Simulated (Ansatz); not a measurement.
Geometry optimisation, RKS r2SCANh-D4/def2-SVP in Ansatz.

input.yaml

```yaml
crystal:
  periodic: [false, false, false]
  atoms:
    - { symbol: O, position_ang: [-2.0935, 1.1767, -0.5667] }
    - { symbol: Sn, position_ang: [-0.5447, 1.3671, 0.5777] }
    - { symbol: C, position_ang: [0.2652, -0.576, 0.8738] }
    - { symbol: Si, position_ang: [1.70222, -0.51313, 2.09492] }
    - { symbol: H, position_ang: [-1.7846, 0.9277, -1.4748] }
    - { symbol: H, position_ang: [-0.9961, 2.0747, 2.1207] }
    - { symbol: H, position_ang: [0.6751, 2.3937, -0.1958] }
    - { symbol: H, position_ang: [0.53751, -1.03177, -0.03821] }
    - { symbol: H, position_ang: [-0.57075, -1.25056, 1.34643] }
    - { symbol: H, position_ang: [1.3029, 0.08788, 3.30078] }
    - { symbol: H, position_ang: [2.74982, 0.3383, 1.38525] }
    - { symbol: H, position_ang: [2.23988, -1.85383, 2.26687] }
basis:
  gaussian: { orbitals: def2-SVP }
hamiltonian:
  xc: r2scanh
  dispersion: d4
relax:
  f_tol: 0.015
  max_steps: 40
output:
  orbitals: {}
```

Run as:

```bash
$ ansatz run input.yaml --threads 2 --pin off --max-ram 3072MiB --backend cpu --events-out ev --progress --plain --runs-dir out
```

Question: Where does it end, and by what steps?

Answer: The forces met the threshold. After 6 steps the energy has fallen by 0.409 eV; H6 moved furthest, 0.23 Å.

| step | energy less start (eV) | largest force component (eV/Å) | accepted |
| --- | --- | --- | --- |
| 0 | 0.0000 | 2.840 | yes |
| 1 | -0.3642 | 0.742 | yes |
| 2 | -0.4045 | 0.154 | yes |
| 3 | -0.4065 | 0.116 | yes |
| 4 | -0.4087 | 0.054 | yes |
| 5 | -0.4078 | 0.080 | no |
| 6 | -0.4094 | 0.009 | yes |

```xyz
12
Properties=species:S:1:pos:R:3
O -2.152 1.220 -0.592
Sn -0.533 1.410 0.554
C 0.292 -0.551 0.924
Si 1.769 -0.570 2.077
H -1.939 0.948 -1.491
H -1.167 2.114 1.971
H 0.610 2.408 -0.250
H 0.568 -0.986 -0.050
H -0.524 -1.163 1.339
H 1.398 0.015 3.400
H 2.880 0.250 1.506
H 2.280 -1.955 2.302
```

Whether the end is a true minimum wasn't checked by a vibrational analysis.

The run took 46 s on 2 threads of Arm Neoverse V1, with other jobs on the host, peak memory 0.3 GiB.
